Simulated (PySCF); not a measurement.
## EPR parameters of C6H7N2

C₆H₇N₂ (doublet state).
Atom-mapped SMILES: `[CH2:1][C:2](=[CH2:3])/[N:4]=[CH:5]\[CH2:6][C:7]#[N:8]` (hydrogens: H9, H10 on C1; H11, H12 on C3; H13 on C5; H14, H15 on C6)

Structure used (GFN2-xTB), in Å, numbered top down from 1:
```xyz
15
C6H7N2 angstrom
C      1.0504    1.3292   -0.1741
C      1.2596   -0.0354   -0.1205
C      2.3601   -0.6066    0.4887
N      0.3892   -0.8951   -0.7910
C     -0.8311   -1.0248   -0.5580
C     -1.6308   -0.3509    0.5416
C     -2.4533    0.6797   -0.0374
N     -3.0897    1.4974   -0.5199
H      1.7857    2.0064    0.2182
H      0.1957    1.7473   -0.6746
H      3.0835    0.0077    0.9899
H      2.5015   -1.6705    0.4884
H     -1.3896   -1.6959   -1.2022
H     -2.2783   -1.0834    1.0311
H     -0.9573    0.1029    1.2754
```

The hyperfine couplings belong to this conformer and change with its torsions.

Computed, not measured: UKS B3LYP, pcH-1 on C H N, non-relativistic, mean-field spin-orbit, GIAO in PySCF. One conformer (not necessarily the lowest) at the GFN2-xTB geometry, without solvent, vibrations or thermal averaging. A GFN2-xTB geometry isn't a minimum of the functional, and hyperfine couplings can be far from their values at a DFT geometry. The frame is twisted about the C2–N4 bond at this geometry (dihedral C1–C2–N4–C5 = -62°); couplings at other torsion angles weren't computed. The SCF solution wasn't tested for stability. ⟨S²⟩ is 0.781 where a pure state has 0.75.

| Item | Value |
| --- | --- |
| g1, g2, g3 | 2.00217, 2.00282, 2.00297 |
| g_iso | 2.00265 |
| Form of g | rhombic: the two nearest values differ by 19 % of g3 − g1 |
| ⟨S²⟩ | 0.7807 (exact 0.7500) |
| HOMO–LUMO gap, α and β orbitals | 4.56, 4.18 eV |
| Total energy | -342.27291 Eh |

Isotropic coupling and dipolar principal values T1 to T3, in MHz; ρ(0) is the spin density at the nucleus:

```csv
atom,isotope,a_iso,T1,T2,T3,Mulliken spin population,ρ(0) (bohr⁻³)
C1,13C,54.0,-50.8,-49.2,100.0,0.67,0.0480
C2,13C,-50.4,-28.5,11.7,16.8,-0.25,-0.0448
C3,13C,57.2,-54.7,-53.2,107.9,0.72,0.0509
N4,14N,-2.7,-2.7,0.5,2.3,0.01,-0.0085
C5,13C,-15.1,-4.5,2.0,2.5,-0.03,-0.0134
C6,13C,4.3,-0.9,-0.2,1.1,0.00,0.0038
C7,13C,-1.4,-0.5,-0.1,0.6,0.00,-0.0013
N8,14N,-0.1,-0.3,0.1,0.2,0.00,-0.0002
H9,1H,-38.7,-21.0,-1.9,22.9,-0.03,-0.0087
H10,1H,-41.1,-24.8,-0.4,25.3,-0.03,-0.0092
H11,1H,-42.1,-23.2,-1.8,25.0,-0.03,-0.0094
H12,1H,-44.2,-26.7,-0.5,27.2,-0.03,-0.0099
H13,1H,2.5,-1.1,0.0,1.0,0.00,0.0006
H14,1H,1.3,-1.0,-0.5,1.4,0.00,0.0003
H15,1H,0.7,-2.9,-1.8,4.6,0.00,0.0002
```

Largest spin populations (Mulliken): C3 (+0.72), C1 (+0.67) and C2 (-0.25). The angles at C3 add up to 360.0°, so it is planar; its axial dipolar tensor and the negative couplings of its protons fit spin in a p orbital normal to that plane.

Axes: g3 points within 12° of the C3–H11 bond.

Under fast tumbling the dipolar parts average out, and these isotropic splittings remain (the largest six): 1 × 1H (H12, I = 1/2, 2 lines) with 1.58 mT, 1 × 1H (H11, I = 1/2, 2 lines) with 1.50 mT, 1 × 1H (H10, I = 1/2, 2 lines) with 1.47 mT, 1 × 1H (H9, I = 1/2, 2 lines) with 1.38 mT, 1 × 14N (N4, I = 1, 3 lines) with 0.10 mT and 1 × 1H (H13, I = 1/2, 2 lines) with 0.09 mT.

Class means assume fast exchange of nuclei equivalent by connectivity; if that motion is slow, each nucleus keeps its own coupling. H9 and H10 aren't averaged: C1 is flat or nearly so (angle sum 360°), and its turn about the short C1–C2 bond (1.38 Å) is taken as slow.

The 13C coupling of C3 (57.2 MHz) shows only in satellite lines or after enrichment, since that isotope makes up about 1.07 % of natural carbon.

β density exceeds α density at some nuclei, such as C2 (-0.0448), C5 (-0.0134) and H12 (-0.0099), spin density in bohr⁻³. In a single determinant that takes different orbitals for the two spins, that is spin polarisation.
